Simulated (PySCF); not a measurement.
Isomers of C7H13FOSi.

All values: PBE0/pcSseg-1 (PySCF) at GFN2-xTB geometries, gas phase, one conformer each.

Question: Rank by HOMO–LUMO gap, lowest first.
A. `[CH3:1][C:2]#[C:3][Si@@H:4]([F:5])[C@H:6]([CH3:7])[O:8][CH2:9][CH3:10]` with C3–Si4–C6–C7 -155°, Si4–C6–O8–C9 -131°, C6–O8–C9–C10 81°
B. `[CH3:1][CH2:2][C@H:3]1[CH2:4][Si@:5]([F:6])([C:7]([CH3:8])=[O:9])[CH2:10]1` with C1–C2–C3–C4 177°, C4–Si5–C7–C8 132°, C2–C3–C4–Si5 131°, C3–C4–Si5–F6 -119°, C4–Si5–C10–C3 7°, C2–C3–C10–Si5 -130°
C. `[CH3:1][C@@H:2]1[CH2:3][C@:4]12[CH2:5][O:6][CH2:7][C@@H:8]([F:9])[SiH2:10]2` with C1–C2–C3–C4 -112°, C2–C3–C4–C5 110°, C3–C4–C5–O6 -160°, C4–C5–O6–C7 -73°
D. `[CH3:1]/[CH:2]=[C:3]1\[SiH2:4][C@@H:5]([O:6][CH2:7][CH3:8])[C@@H:9]1[F:10]` with Si4–C5–O6–C7 -166°, C5–O6–C7–C8 -70°, C2–C3–Si4–C5 -164°, C3–Si4–C5–O6 -128°, Si4–C5–C9–F10 132°, C2–C3–C9–C5 163°

Answer: B (5.46 eV), D (6.35 eV), A (6.92 eV), C (8.02 eV).

Question: Rank by dipole moment, highest first.
A. `[CH3:1][C@@H:2]1[CH2:3][C@:4]12[CH2:5][O:6][CH2:7][C@@H:8]([F:9])[SiH2:10]2` with C1–C2–C3–C4 -112°, C2–C3–C4–C5 110°, C3–C4–C5–O6 -160°, C4–C5–O6–C7 -73°
B. `[CH3:1][CH2:2][C@H:3]1[CH2:4][Si@:5]([F:6])([C:7]([CH3:8])=[O:9])[CH2:10]1` with C1–C2–C3–C4 177°, C4–Si5–C7–C8 132°, C2–C3–C4–Si5 131°, C3–C4–Si5–F6 -119°, C4–Si5–C10–C3 7°, C2–C3–C10–Si5 -130°
C. `[CH3:1]/[CH:2]=[C:3]1\[SiH2:4][C@@H:5]([O:6][CH2:7][CH3:8])[C@@H:9]1[F:10]` with Si4–C5–O6–C7 -166°, C5–O6–C7–C8 -70°, C2–C3–Si4–C5 -164°, C3–Si4–C5–O6 -128°, Si4–C5–C9–F10 132°, C2–C3–C9–C5 163°
D. `[CH3:1][C:2]#[C:3][Si@@H:4]([F:5])[C@H:6]([CH3:7])[O:8][CH2:9][CH3:10]` with C3–Si4–C6–C7 -155°, Si4–C6–O8–C9 -131°, C6–O8–C9–C10 81°
E. `[CH3:1][CH2:2]/[C:3](=[CH:4]\[SiH2:5][CH2:6][F:7])[C:8]([CH3:9])=[O:10]` with C1–C2–C3–C4 -99°, C3–C4–Si5–C6 179°, C4–Si5–C6–F7 179°, C2–C3–C8–C9 -157°

Answer: D (3.22 D), A (2.18 D), E (1.89 D), B (1.11 D), C (0.94 D).

All values together:

```
                            SMILES  μ (D)  HOMO (eV)  LUMO (eV)  lowest IAO charge (e)  highest IAO charge (e)  lowest Hirshfeld charge (e)  highest Hirshfeld charge (e)
           CC/C(=C\[SiH2]CF)C(C)=O   1.89      -7.45      -1.94             -0.478 (C)             +0.743 (Si)                   -0.218 (O)                   +0.338 (Si)
         CC#C[Si@@H](F)[C@H](C)OCC   3.22      -7.07      -0.14             -0.541 (F)             +1.220 (Si)                   -0.209 (F)                   +0.441 (Si)
       CC[C@H]1C[Si@](F)(C(C)=O)C1   1.11      -6.87      -1.40             -0.570 (C)             +1.233 (Si)                   -0.224 (O)                   +0.454 (Si)
  C/C=C1\[SiH2][C@@H](OCC)[C@@H]1F   0.94      -7.05      -0.70             -0.445 (C)             +0.710 (Si)                   -0.149 (O)                   +0.332 (Si)
C[C@@H]1C[C@]12COC[C@@H](F)[SiH2]2   2.18      -7.42       0.60             -0.419 (C)             +0.740 (Si)                   -0.142 (O)                   +0.328 (Si)
```

Conformers: `[CH3:1][CH2:2]/[C:3](=[CH:4]\[SiH2:5][CH2:6][F:7])[C:8]([CH3:9])=[O:10]` with C1–C2–C3–C4 -99°, C3–C4–Si5–C6 179°, C4–Si5–C6–F7 179°, C2–C3–C8–C9 -157°; `[CH3:1][C:2]#[C:3][Si@@H:4]([F:5])[C@H:6]([CH3:7])[O:8][CH2:9][CH3:10]` with C3–Si4–C6–C7 -155°, Si4–C6–O8–C9 -131°, C6–O8–C9–C10 81°; `[CH3:1][CH2:2][C@H:3]1[CH2:4][Si@:5]([F:6])([C:7]([CH3:8])=[O:9])[CH2:10]1` with C1–C2–C3–C4 177°, C4–Si5–C7–C8 132°, C2–C3–C4–Si5 131°, C3–C4–Si5–F6 -119°, C4–Si5–C10–C3 7°, C2–C3–C10–Si5 -130°; `[CH3:1]/[CH:2]=[C:3]1\[SiH2:4][C@@H:5]([O:6][CH2:7][CH3:8])[C@@H:9]1[F:10]` with Si4–C5–O6–C7 -166°, C5–O6–C7–C8 -70°, C2–C3–Si4–C5 -164°, C3–Si4–C5–O6 -128°, Si4–C5–C9–F10 132°, C2–C3–C9–C5 163°; `[CH3:1][C@@H:2]1[CH2:3][C@:4]12[CH2:5][O:6][CH2:7][C@@H:8]([F:9])[SiH2:10]2` with C1–C2–C3–C4 -112°, C2–C3–C4–C5 110°, C3–C4–C5–O6 -160°, C4–C5–O6–C7 -73°.
